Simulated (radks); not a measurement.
Initial-state core-level shifts of neutral iron when its valence configuration changes from [Ar] 3d6 4s2. Calculated with a radial shooting solver on a logarithmic mesh with Libxc functionals: Dirac Kohn-Sham, PBE, spin-unpolarised, spherical densities, finite nucleus; open shells are shared between the two j in proportion to 2j + 1; Fermi nuclear charge, rms radius 3.7377 fm. Shifts are changes of the shell-averaged eigenvalues in eV (positive: less bound); the change of the density at the nucleus, which sets a Mossbauer isomer shift, is in e/bohr^3, on a base of 1.51e+04.

\begin{tabular}{lrrrrr}
valence & 1s & 2p & 3s & 3p & density at nucleus \\ \hline
3d5 4s2 4p1 & -7.823 & -8.533 & -7.615 & -7.415 & +5.196 \\
3d6.5 4s1.5 & +2.447 & +2.743 & +2.468 & +2.391 & -4.328 \\
3d6.5 4s1 4p0.5 & +1.534 & +1.886 & +1.558 & +1.475 & -6.790 \\
3d5.5 4s2 4p0.5 & -3.768 & -4.086 & -3.711 & -3.619 & +2.459 \\
3d7 4s1 & +4.447 & +4.981 & +4.536 & +4.397 & -7.877 \\
3d4 4s2 4p2 & -16.757 & -18.455 & -15.913 & -15.459 & +11.480 \\
3d4 4s1 4p3 & -18.138 & -19.797 & -17.266 & -16.804 & +2.725 \\
3d7 4s0.5 4p0.5 & +3.557 & +4.158 & +3.650 & +3.501 & -10.271 \\
3d3 4s1 4p4 & -27.966 & -30.867 & -25.941 & -25.199 & +8.264 \\
\end{tabular}
